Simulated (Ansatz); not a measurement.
Stepwise reaction of `N[Si](N)([SiH3])[SiH3]` with hydrogen, as a gas-phase model of exchange steps in deposition or etching. ΔE in kJ/mol.

Computed with Ansatz on PBE0-D4/def2-TZVP structures; ΔE is electronic, products minus reactants. CBS: MP2 limit from def2 TZ/QZ plus the TZ coupled-cluster correction, frozen cores. This one scheme is used for every species. DFT in def2-TZVPP. B3LYP here is the variant with VWN-RPA as its local correlation; programs differ in this. One conformer a species, not always the lowest.

```
step                                                  reaction  PBE-D4  B3LYP-D4  ωB97M-V  CCSD(T)/CBS
   1  `N[Si](N)([SiH3])[SiH3]` + H₂ → `N[SiH](N)[SiH3]` + SiH₄    -6.8     -22.3    -28.9        -23.6
   2                `N[SiH](N)[SiH3]` + H₂ → `N[SiH2]N` + SiH₄   -11.4     -27.2    -33.1        -28.3
```

By hand: ΔE of the 2 steps together at CCSD(T)/CBS.

(-23.6) + (-28.3) = -51.9 kJ/mol, or -26.0 kJ/mol a step.

In ΔE the steps differ by no more than 4.7 kJ/mol. All are downhill at CCSD(T)/CBS. PBE-D4 differs from CCSD(T)/CBS by 16.8 to 16.9 kJ/mol a step. Isolated molecules leave out the surface, adducts and barriers. Largest T1 diagnostic: 0.013.
